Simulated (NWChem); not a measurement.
Species: C5H5N; SMILES C(=C)/C=C/C#N

```xyz
11

C      0.4155    -2.8419     0.0000
C     -0.3540    -1.7417     0.0000
C      0.1817    -0.3939     0.0000
C     -0.5869     0.7181     0.0000
C     -0.0433     2.0346     0.0000
N      0.3847     3.1179     0.0000
H      1.5010    -2.7771     0.0000
H     -0.0142    -3.8387     0.0000
H     -1.4390    -1.8395     0.0000
H      1.2653    -0.2888     0.0000
H     -1.6724     0.6450     0.0000
```
Atoms are numbered in this order, from 1.

Level: B3LYP/6-31G* (spherical d) (NWChem), optimised geometry, unscaled harmonic frequencies. 

```json
[
 {"frequency (cm⁻¹)": "136", "IR intensity (km/mol)": "4.1"},
 {"frequency (cm⁻¹)": "143", "IR intensity (km/mol)": "0.2"},
 {"frequency (cm⁻¹)": "207", "IR intensity (km/mol)": "2.4"},
 {"frequency (cm⁻¹)": "318", "IR intensity (km/mol)": "4.2"},
 {"frequency (cm⁻¹)": "460", "IR intensity (km/mol)": "0.4"},
 {"frequency (cm⁻¹)": "496", "IR intensity (km/mol)": "5.4"},
 {"frequency (cm⁻¹)": "573", "IR intensity (km/mol)": "0.3"},
 {"frequency (cm⁻¹)": "669", "IR intensity (km/mol)": "0.6"},
 {"frequency (cm⁻¹)": "868", "IR intensity (km/mol)": "15.2"},
 {"frequency (cm⁻¹)": "954", "IR intensity (km/mol)": "27.3"},
 {"frequency (cm⁻¹)": "968", "IR intensity (km/mol)": "2.3"},
 {"frequency (cm⁻¹)": "986", "IR intensity (km/mol)": "9.8"},
 {"frequency (cm⁻¹)": "1036", "IR intensity (km/mol)": "1.4"},
 {"frequency (cm⁻¹)": "1050", "IR intensity (km/mol)": "38.8"},
 {"frequency (cm⁻¹)": "1209", "IR intensity (km/mol)": "0.1"},
 {"frequency (cm⁻¹)": "1300", "IR intensity (km/mol)": "0.6"},
 {"frequency (cm⁻¹)": "1331", "IR intensity (km/mol)": "3.7"},
 {"frequency (cm⁻¹)": "1344", "IR intensity (km/mol)": "3.5"},
 {"frequency (cm⁻¹)": "1474", "IR intensity (km/mol)": "2.6"},
 {"frequency (cm⁻¹)": "1665", "IR intensity (km/mol)": "18.1"},
 {"frequency (cm⁻¹)": "1711", "IR intensity (km/mol)": "12.7"},
 {"frequency (cm⁻¹)": "2334", "IR intensity (km/mol)": "32.1"},
 {"frequency (cm⁻¹)": "3165", "IR intensity (km/mol)": "7.4"},
 {"frequency (cm⁻¹)": "3173", "IR intensity (km/mol)": "2.8"},
 {"frequency (cm⁻¹)": "3183", "IR intensity (km/mol)": "1.6"},
 {"frequency (cm⁻¹)": "3190", "IR intensity (km/mol)": "9.8"},
 {"frequency (cm⁻¹)": "3257", "IR intensity (km/mol)": "9.0"}
]
```

```yaml
zero_point_energy: 53.2 kcal/mol
thermal correction to the enthalpy at 298.15 K (with zero-point energy): 57.6 kcal/mol
heat capacity Cv: 21.0 cal/(mol K)
entropy at 298.15 K and 1 atm (symmetry number 1): 77.3 cal/(mol K)
dipole_moment: 4.64 D
```

Rigid rotor and harmonic oscillator.
